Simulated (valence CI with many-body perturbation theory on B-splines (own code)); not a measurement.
## Pr53+: E2, E3, M1, M2 decay

Level of theory: configuration interaction combined with many-body perturbation theory (CI+MBPT): four valence electrons over a frozen Dirac-Fock core [He], radial functions for each j: 11 s, 11 p, 9 d, 7 f, 5 g, 2 h, 1 i, with the one-electron correlation potential Σ1 (screened to all orders), the two-electron term Σ2, the three-electron term Σ3, Breit, model QED; selected single and double excitations, second order for the rest (own B-spline code, finite nucleus).

No measured spectrum was set against this ion. As an estimate, large intervals hold to a few tenths of a per cent, small ones and those within an open d or f shell to about a per cent. Among the levels kept, up to 270 cm⁻¹ of a level comes from second order outside the variational space, and about a tenth of that is noise between levels of different J, which matters for small intervals.

Lines 1 to 48 of 48 in falling wavelength, among levels below 7252.5 eV, chosen from the decays that carry over 1 % of a level's rate. Wavelengths and rates use the calculated energies. Electric multipoles are in the length gauge, E1 and E2 with the static RPA response of the core. S is in atomic units (e²a₀⁴ for E2 and M2, e²a₀⁶ for E3), for M1 in squared Bohr magnetons. Weak lines are less certain than strong ones. Lines between different terms over intervals too small for the method are left out, as are lines whose strength nearly cancels. The highest levels of a list are the least certain.

Levels are named by their leading jj configuration (3d3/2^4 stands for four electrons in 3d with j = 3/2), which in mixed levels can hold well under half, so a name can repeat and another be missing. Letters in brackets count levels of one name in rising energy.

```csv
λ vac (Å),Upper,Lower,Type,A (s⁻¹),S (a.u.)
24.87,(2s^2 2p1/2 2p3/2) J=1,(2s^2 2p1/2^2) J=0,M1,7.98e+08,1.36e+00
24.27,(2s^2 2p3/2 3d5/2) J=4,(2s^2 2p1/2 3d5/2) J=3,M1,6.44e+08,3.07e+00
24.16,(2s^2 2p3/2^2) J=2,(2s^2 2p1/2 2p3/2) J=2,M1,6.46e+08,1.69e+00
24.06,(2s^2 2p1/2 2p3/2) J=2,(2s^2 2p1/2^2) J=0,E2,1.58e+06,5.69e-05
23.40,(2s^2 2p3/2^2) J=2,(2s^2 2p1/2 2p3/2) J=1,M1,6.52e+08,1.55e+00
21.54,(2s^2 2p3/2^2) J=0,(2s^2 2p1/2 2p3/2) J=1,M1,1.58e+09,5.87e-01
2.366,(2s^2 2p3/2 3d5/2) J=4,(2s 2p3/2^3) J=2,E2,7.52e+08,4.48e-07
2.177,(2s^2 2p3/2 3p1/2) J=2,(2s^2 2p3/2^2) J=0,E2,1.31e+11,2.86e-05
2.171,(2s^2 2p1/2 3p1/2) J=1,(2s^2 2p1/2 2p3/2) J=2,E2,3.64e+11,4.70e-05
2.171,(2s^2 2p3/2 3d5/2) J=4,(2s 2p1/2 2p3/2^2) J=2 [b],E2,7.75e+08,3.00e-07
2.171,(2s 2p1/2^2 3p1/2) J=0,(2s 2p1/2^2 2p3/2) J=2,E2,7.07e+11,3.04e-05
2.165,(2s^2 2p1/2 3p1/2) J=1,(2s^2 2p1/2 2p3/2) J=1,E2,3.59e+11,4.58e-05
2.161,(2s^2 2p3/2 3p1/2) J=1,(2s^2 2p3/2^2) J=2,E2,3.74e+11,4.73e-05
2.160,(2s^2 2p3/2 3p1/2) J=2,(2s^2 2p3/2^2) J=2,E2,5.00e+11,1.05e-04
2.158,(2s^2 2p1/2 3p1/2) J=0,(2s^2 2p1/2 2p3/2) J=2,E2,6.96e+11,2.91e-05
2.145,(2s 2p1/2 2p3/2 3p3/2) J=4,(2s 2p1/2 2p3/2^2) J=2 [b],E2,2.11e+10,7.69e-06
2.145,(2s^2 2p3/2 3d5/2) J=4,(2s 2p1/2 2p3/2^2) J=3,E2,3.83e+09,1.40e-06
2.120,(2s 2p1/2 2p3/2 3p3/2) J=4,(2s 2p1/2 2p3/2^2) J=3,E2,2.07e+11,7.12e-05
2.119,(2s 2p1/2 2p3/2 3p3/2) J=0 [b],(2s 2p1/2 2p3/2^2) J=2 [b],E2,3.67e+11,1.40e-05
2.111,(2s^2 2p3/2 3p3/2) J=1,(2s^2 2p3/2^2) J=2,E2,2.05e+11,2.31e-05
2.111,(2s 2p1/2^2 3p3/2) J=2,(2s 2p1/2^2 2p3/2) J=2,E2,2.46e+11,4.60e-05
2.110,(2s^2 2p1/2 3p3/2) J=2,(2s^2 2p1/2 2p3/2) J=2,E2,2.45e+11,4.58e-05
2.108,(2s^2 2p3/2 3p3/2) J=3,(2s^2 2p3/2^2) J=2,E2,2.59e+11,6.74e-05
2.108,(2s^2 2p1/2 3p3/2) J=1,(2s^2 2p1/2 2p3/2) J=2,E2,1.64e+11,1.83e-05
2.106,(2s 2p1/2 2p3/2 3p3/2) J=4,(2s 2p1/2 2p3/2^2) J=2 [a],E2,1.33e+10,4.44e-06
2.104,(2s^2 2p1/2 3p3/2) J=2,(2s^2 2p1/2 2p3/2) J=1,E2,1.09e+11,2.00e-05
2.102,(2s^2 2p1/2 3p3/2) J=1,(2s^2 2p1/2 2p3/2) J=1,E2,1.52e+11,1.68e-05
2.092,(2s^2 2p3/2 3p3/2) J=0,(2s^2 2p3/2^2) J=2,E2,6.56e+11,2.35e-05
2.084,(2s 2p1/2 2p3/2 3d5/2) J=5,(2s 2p1/2 2p3/2^2) J=3,M2,1.22e+10,4.72e-06
2.084,(2s 2p1/2 2p3/2 3d5/2) J=5,(2s 2p1/2 2p3/2^2) J=3,E3,6.06e+08,3.62e-06
2.080,(2s 2p1/2 2p3/2 3p3/2) J=0 [b],(2s 2p1/2 2p3/2^2) J=2 [a],E2,1.03e+11,3.59e-06
2.073,(2s^2 2p3/2 3d5/2) J=4,(2s^2 2p3/2^2) J=2,M2,1.17e+10,3.59e-06
2.073,(2s^2 2p3/2 3d5/2) J=4,(2s^2 2p3/2^2) J=2,E3,8.26e+08,3.89e-06
1.969,(2s^2 2p3/2 3d5/2) J=4,(2s 2p1/2^2 2p3/2) J=2,E2,4.66e+09,1.11e-06
1.948,(2s 2p1/2 2p3/2 3p3/2) J=4,(2s 2p1/2^2 2p3/2) J=2,E2,3.83e+11,8.61e-05
1.942,(2s^2 2p3/2 3p3/2) J=1,(2s^2 2p1/2 2p3/2) J=2,E2,2.41e+11,1.78e-05
1.940,(2s^2 2p1/2 3p3/2) J=2,(2s^2 2p1/2^2) J=0,E2,3.36e+11,4.12e-05
1.939,(2s^2 2p3/2 3p3/2) J=3,(2s^2 2p1/2 2p3/2) J=2,E2,1.71e+11,2.94e-05
1.934,(2s^2 2p3/2 3p3/2) J=3,(2s^2 2p1/2 2p3/2) J=1,E2,2.37e+11,4.01e-05
1.925,(2s^2 2p3/2 3p3/2) J=0,(2s^2 2p1/2 2p3/2) J=2,E2,3.44e+11,8.13e-06
1.918,(2s 2p1/2 2p3/2 3d5/2) J=5,(2s 2p1/2^2 2p3/2) J=2,E3,1.51e+09,5.05e-06
1.909,(2s^2 2p3/2 3d5/2) J=4,(2s^2 2p1/2 2p3/2) J=2,M2,5.11e+09,1.04e-06
1.909,(2s^2 2p3/2 3d5/2) J=4,(2s^2 2p1/2 2p3/2) J=2,E3,6.24e+08,1.65e-06
1.905,(2s^2 2p3/2 3d5/2) J=4,(2s^2 2p1/2 2p3/2) J=1,E3,1.04e+09,2.71e-06
1.872,(2s 2p1/2 2p3/2 3d3/2) J=4,(2s^2 2p1/2 2p3/2) J=2,E2,2.50e+11,4.62e-05
1.870,(2s 2p1/2 2p3/2 3d5/2) J=4 [a],(2s^2 2p1/2 2p3/2) J=2,E2,6.95e+11,1.28e-04
1.856,(2s 2p1/2 2p3/2 3d3/2) J=3 [c],(2s^2 2p1/2 2p3/2) J=2,E2,1.90e+12,2.61e-04
1.849,(2s 2p1/2 2p3/2 3d3/2) J=1 [c],(2s^2 2p1/2 2p3/2) J=1,E2,2.02e+12,1.17e-04
```
